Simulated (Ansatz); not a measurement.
Sn(SH)H3 (SnH₄S). The state is a singlet with charge 0. Geometry relaxed at PBE-D4/def2-TZVP.

Cartesian coordinates in Å:
```
Sn 0.4419 0.1908 -0.3555
S -1.7869 0.0050 0.5892
H -1.4141 -0.9326 1.4924
H 0.2794 1.3402 -1.6170
H 0.9405 -1.3398 -0.9603
H 1.5392 0.7363 0.8513
```

In the def2 sets Sn takes a core potential; there is no spin–orbit coupling.

Estimate the harmonic wavenumbers at RKS PBE-D4/def2-TZVP (Ansatz, unscaled). Is this a minimum?

111, 339, 411, 447, 658, 680, 684, 706, 1865, 1872, 1900, 2619 cm⁻¹. Yes, no mode is imaginary beyond noise. Zero-point energy 73.5 kJ/mol. Run time 18 s (4 threads of Arm Neoverse V1 on a shared host).
